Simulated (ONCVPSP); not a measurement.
P (Z = 15): ONCV pseudisation with PBE, scalar-relativistic reference atom.

ONCVPSP 4.0.1 was run on this input:

```
# ATOM AND REFERENCE CONFIGURATION
# atsym  z   nc   nv     iexc    psfile
  P 15.00    3    2        4      upf
#
#   n    l    f
    1    0    2.00
    2    0    2.00
    2    1    6.00
    3    0    2.00
    3    1    3.00
#
# PSEUDOPOTENTIAL AND OPTIMIZATION
# lmax
    2
#
#   l,   rc,      ep,       ncon, nbas, qcut
    0    1.15    0.00    3    7    6.60
    1    1.65    0.00    4    8    5.50
    2    1.75    0.22    4    9    5.20
#
# LOCAL POTENTIAL
# lloc, lpopt,  rc(5),   dvloc0
    0    5    1.15    0.00
#
# VANDERBILT-KLEINMAN-BYLANDER PROJECTORs
# l, nproj, debl
    0    0    2.70
    1    2    1.20
    2    2    3.80
#
# MODEL CORE CHARGE
# icmod, fcfact, rcfact
    0    0.00    0.00
#
# LOG DERIVATIVE ANALYSIS
# epsh1, epsh2, depsh
   -2.00    5.00    0.02
#
# OUTPUT GRID
# rlmax, drl
    6.00    0.01
#
# TEST CONFIGURATIONS
# ncnf
    4
# nvcnf
#   n    l    f
    2
    3    0    2.00
    3    1    2.00
#
    2
    3    0    2.00
    3    1    1.00
#
    2
    3    0    2.00
    3    1    0.00
#
    2
    3    0    1.00
    3    1    4.00
#
```

Command:

```bash
oncvpsp.x < P.dat > P.out
```

Resulting log (shortened: citation, most of the input echo, consistency checks and plot data are left out):

```
ONCVPSP  (Optimized Norm-Conservinng Vanderbilt PSeudopotential)
scalar-relativistic version 4.0.1

#   n    l    f        energy (Ha)
    1    0    2.00    -7.6591891E+01
    2    0    2.00    -6.3940627E+00
    2    1    6.00    -4.5750485E+00
    3    0    2.00    -5.1336413E-01
    3    1    3.00    -2.0237180E-01

Reference configufation results
  iterations    26
  all-electron total energy (Ha)   -3.41902143D+02

Begin loop to  construct optimized pseudo wave functions
and semi-local pseudopoentials for all angular momenta

Calculating optimized projector #   1

 for l=   0

    Fraction of norm inside rc  0.126262
    Optimizing pswf for qcut=   6.62 a_B^-1,  ecut=  21.89 Ha
    Residual kinetic energy error=  1.08D-03 Ha

    Energy error per electron        Cutoff
         Ha          eV             Ha
         0.01000     0.27211        6.96
         0.00100     0.02721       22.69
         0.00010     0.00272      102.39
         0.00001     0.00027      197.58

   Wellstate for l =  1  n =  4
     eigenvalue =   0.9976
     asymptotic potential =   1.4976
     half-point radius =  3.4531

Calculating optimized projector #   1

 for l=   1

    Fraction of norm inside rc  0.259448
    Optimizing pswf for qcut=   5.50 a_B^-1,  ecut=  15.14 Ha
    Residual kinetic energy error=  8.85D-06 Ha

    Energy error per electron        Cutoff
         Ha          eV             Ha
         0.01000     0.27211        2.97
         0.00100     0.02721        5.00
         0.00010     0.00272       11.69
         0.00001     0.00027       14.97

Calculating optimized projector #   2

 for l=   1

    Fraction of norm inside rc  0.206653
    Optimizing pswf for qcut=   5.50 a_B^-1,  ecut=  15.14 Ha
    Residual kinetic energy error=  2.39D-04 Ha

    Energy error per electron        Cutoff
         Ha          eV             Ha
         0.01000     0.27211        4.02
         0.00100     0.02721        6.22
         0.00010     0.00272       52.34
         0.00001     0.00027       96.29

   Wellstate for l =  2  n =  3
     eigenvalue =   0.2200
     asymptotic potential =   0.7200
     half-point radius =  5.2971

   Wellstate for l =  2  n =  6
     eigenvalue =   4.0200
     asymptotic potential =   4.5200
     half-point radius =  3.8257

Calculating optimized projector #   1

 for l=   2

    Fraction of norm inside rc  0.149386
    Optimizing pswf for qcut=   5.19 a_B^-1,  ecut=  13.47 Ha
    Residual kinetic energy error=  6.37D-04 Ha

    Energy error per electron        Cutoff
         Ha          eV             Ha
         0.01000     0.27211        7.96
         0.00100     0.02721       12.56
         0.00010     0.00272       54.65
         0.00001     0.00027       98.77

Calculating optimized projector #   2

 for l=   2

    Fraction of norm inside rc  0.116480
    Optimizing pswf for qcut=   5.19 a_B^-1,  ecut=  13.47 Ha
    Residual kinetic energy error=  5.84D-02 Ha

    Energy error per electron        Cutoff
         Ha          eV             Ha
         0.01000     0.27211       19.10
         0.00100     0.02721       89.04
         0.00010     0.00272      125.85
         0.00001     0.00027      150.69

Construct Vanderbilt / Kleinmman-Bylander projectors

B matrix Hermiticity error, ll=   1
   1   2    5.4023E-05

  Orthonormal projector coefficients -2.6635E+00  1.8593E+00

B matrix Hermiticity error, ll=   2
   1   2    4.0733E-05

  Orthonormal projector coefficients -6.6901E+00 -2.1420E+00

Pseudoatom total energy   -6.402065

Diagnostic tests using Vanderbilt-Kleinman-Bylander pseudopotentials
  1 or more projectors used as specified by nproj input data

   l    rcore       rmatch      e in        delta e   norm test  slope test

   0   1.1522615   1.1872467  -0.5133641  -0.0000356   0.9999515   1.0000981

   1   1.6596935   1.7100854  -0.2023718   0.0000005   1.0000237   1.0000031
   1   1.6596935   1.7100854   0.9976282   0.0000046   1.0001154   1.0001154

   2   1.7514983   1.8046776   0.2200000   0.0000058   1.0000181   1.0000181
   2   1.7514983   1.8046776   4.0200000   0.0000730   1.0000753   1.0000753

 Testing for bound ghosts
   n   l    E NL Schr. Eq   E Basis Diag.   E Cutoff

   2   1       -0.202371       -0.182854    109.14

 Testing for highly-localized positive-energy ghosts
       l    <radius>/rc     E Basis Diag.   E Cutoff

Test configuration 0

   n   l     f        eae           eps        diff
   1   0  2.0000  -76.59189075
   2   0  2.0000   -6.39406272
   2   1  6.0000   -4.57504848
   3   0  2.0000   -0.51336413   -0.51339971   -3.56D-05
   3   1  3.0000   -0.20237180   -0.20237126    5.43D-07

    Total energies and differences
      AE_ref= -3.41902143D+02  AE_tst= -3.41902143D+02  dif=  0.00D+00
      PS_ref= -6.40206530D+00  PS_tst= -6.40206530D+00  dif= -1.07D-14
      PSP excitation error=  1.07D-14

Test configuration 1

   n   l     f        eae           eps        diff
   1   0  2.0000  -76.99054902
   2   0  2.0000   -6.78485345
   2   1  6.0000   -4.96658816
   3   0  2.0000   -0.85579034   -0.85574515    4.52D-05
   3   1  2.0000   -0.52239719   -0.52224461    1.53D-04

    Total energies and differences
      AE_ref= -3.41902143D+02  AE_tst= -3.41544589D+02  dif=  3.58D-01
      PS_ref= -6.40206530D+00  PS_tst= -6.04453812D+00  dif=  3.58D-01
      PSP excitation error=  2.65D-05

Test configuration 2

   n   l     f        eae           eps        diff
   1   0  2.0000  -77.48150135
   2   0  2.0000   -7.25895834
   2   1  6.0000   -5.44219278
   3   0  2.0000   -1.24787342   -1.24721273    6.61D-04
   3   1  1.0000   -0.89209700   -0.89112405    9.73D-04

    Total energies and differences
      AE_ref= -3.41902143D+02  AE_tst= -3.40840950D+02  dif=  1.06D+00
      PS_ref= -6.40206530D+00  PS_tst= -5.34133620D+00  dif=  1.06D+00
      PSP excitation error=  4.64D-04

Test configuration 3

   n   l     f        eae           eps        diff
   1   0  2.0000  -78.05541584
   2   0  2.0000   -7.80532563
   2   1  6.0000   -5.99094681
   3   0  2.0000   -1.67625132   -1.67347163    2.78D-03

    Total energies and differences
      AE_ref= -3.41902143D+02  AE_tst= -3.39748055D+02  dif=  2.15D+00
      PS_ref= -6.40206530D+00  PS_tst= -4.25041716D+00  dif=  2.15D+00
      PSP excitation error=  2.44D-03

Test configuration 4

   n   l     f        eae           eps        diff
   1   0  2.0000  -76.64992672
   2   0  2.0000   -6.45049880
   2   1  6.0000   -4.63105411
   3   0  1.0000   -0.53928213   -0.53892195    3.60D-04
   3   1  4.0000   -0.22312553   -0.22313767   -1.21D-05

    Total energies and differences
      AE_ref= -3.41902143D+02  AE_tst= -3.41588520D+02  dif=  3.14D-01
      PS_ref= -6.40206530D+00  PS_tst= -6.08859991D+00  dif=  3.13D-01
      PSP excitation error=  1.57D-04
```

The run took about 2.1 s on one core of a shared server CPU.
